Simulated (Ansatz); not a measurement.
Geometry optimisation, RKS PBE0/def2-SVP in Ansatz.

input.yaml

```yaml
crystal:
  periodic: [false, false, false]
  atoms:
    - { symbol: Ge, position_ang: [-0.467932, 0.021919, -1.190352] }
    - { symbol: F, position_ang: [1.116547, -0.643039, -0.790593] }
    - { symbol: H, position_ang: [-0.482099, 0.065006, -2.728248] }
    - { symbol: H, position_ang: [-0.533201, 1.430132, -0.588217] }
    - { symbol: H, position_ang: [-1.517968, -0.943955, -0.633274] }
    - { symbol: H, position_ang: [1.000189, -0.723411, 1.384051] }
    - { symbol: S, position_ang: [0.144743, -0.209505, 2.301437] }
    - { symbol: H, position_ang: [0.739822, 1.002953, 2.245096] }
basis:
  gaussian: { orbitals: def2-SVP }
hamiltonian:
  xc: pbe0
relax:
  f_tol: 0.03
  max_steps: 50
```

Run as:

```bash
$ ansatz run input.yaml --threads 2 --pin off --max-ram 3072MiB --backend cpu --events-out ev --progress --plain --runs-dir out
```

Q: Where does it end, and by what steps?

A: The forces met the threshold. The force dipped under the threshold on the way, but the program's further checks kept it going. After 5 steps the energy has fallen by 0.012 eV; H8 moved furthest, 0.22 Å.

| step | energy less start (eV) | largest force component (eV/Å) | accepted |
| --- | --- | --- | --- |
| 0 | 0.0000 | 0.163 | yes |
| 1 | -0.0066 | 0.224 | yes |
| 2 | -0.0101 | 0.078 | yes |
| 3 | -0.0114 | 0.012 | yes |
| 4 | -0.0118 | 0.021 | yes |
| 5 | -0.0120 | 0.016 | yes |

```xyz
8
Properties=species:S:1:pos:R:3
Ge -0.497 0.020 -1.269
F 1.062 -0.618 -0.769
H -0.451 0.006 -2.805
H -0.591 1.444 -0.710
H -1.564 -0.928 -0.710
H 0.973 -0.642 1.370
S 0.249 -0.253 2.443
H 0.818 0.971 2.450
```

The run took 10 s on 2 threads of Intel(R) Xeon(R) Platinum 8488C (Sapphire Rapids), with other jobs on the host, peak memory 0.2 GiB.
